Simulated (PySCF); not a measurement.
Rigid-rotor lines calculated for a species of formula C2H5ClGeS (commonest isotopes; PBE0-D3(BJ)/def2-SVP geometry optimisation, gas phase (PySCF 2.14.0)), labelled J(Ka,Kc):

```tsv
transition	MHz
2(0,2) ← 1(0,1)	5053.8
1(0,1) ← 0(0,0)	2551.4
2(1,1) ← 1(1,0)	5428.4
1(1,1) ← 0(0,0)	3996.9
2(1,2) ← 1(1,1)	4777.3
```

Problem. Find the rotational constants.

Solution. 1(0,1) ← 0(0,0) is B + C, 2(1,1) ← 1(1,0) is 3B + C and 2(1,2) ← 1(1,1) is B + 3C, so B − C is half the difference of the last two, 325.5 MHz. 1(1,1) ← 0(0,0) is A + C. A = 2884.0, B = 1438.5, C = 1112.9 MHz.

Problem. What moments of inertia, asymmetry and inertial defect follow?

Solution. I = 505379 MHz·u·Å² over each constant: Ia = 175.24, Ib = 351.33, Ic = 454.09 u·Å²; κ = (2B − A − C)/(A − C) = -0.632 (asymmetric top); Δ = Ic − Ia − Ib = -72.47 u·Å².

Problem. Which dipole components do these lines need?

Solution. μa and μb (a-type: ΔKa even, ΔKc odd; b-type: both odd). The calculation gives |μa| = 0.79 D, |μb| = 0.56 D, |μc| = 1.47 D.

Problem. Predict further lines from these constants: 3(2,1) ← 2(2,0); 3(2,2) ← 3(1,2); 3(1,2) ← 2(1,1); 2(2,1) ← 2(1,1); 2(1,1) ← 2(1,2); 3(2,1) ← 2(1,2).

Solution. 
```csv
transition,MHz,type,branch
"2(1,1) ← 2(1,2)",977,a,Q
"3(2,2) ← 3(1,2)",3882,c,Q
"2(2,1) ← 2(1,1)",4337,c,Q
"3(2,1) ← 2(2,0)",7844,a,R
"3(1,2) ← 2(1,1)",8109,a,R
"3(2,1) ← 2(1,2)",13206,b,R
```

Problem. Which structure gave them?

Solution. `C=C[S][GeH2][Cl]`, point group C1. Three constants can't fix a structure by themselves; this is the one that was computed:
```
atom  x, y, z in Å
C1     1.624    0.020   -0.180
C2     1.078   -0.795    0.725
S3    -0.601   -1.338    0.840
Ge4   -1.697    0.365   -0.046
Cl5   -1.484    0.451   -2.205
H6     1.061    0.445   -1.016
H7     2.685    0.271   -0.110
H8     1.691   -1.233    1.521
H9    -1.130    1.683    0.492
H10   -3.179    0.108    0.247
```

The values belong to one conformer (point group C1) with, in the numbering `[CH2:1]=[CH:2][S:3][GeH2:4][Cl:5]`, C1–C2–S3–Ge4 -29°, C2–S3–Ge4–Cl5 74°. PBE0-D3(BJ)/def2-SVP frequencies: not computed here. Zero-point vibration and centrifugal distortion are left out. Quadrupole hyperfine structure (35Cl) is left out.
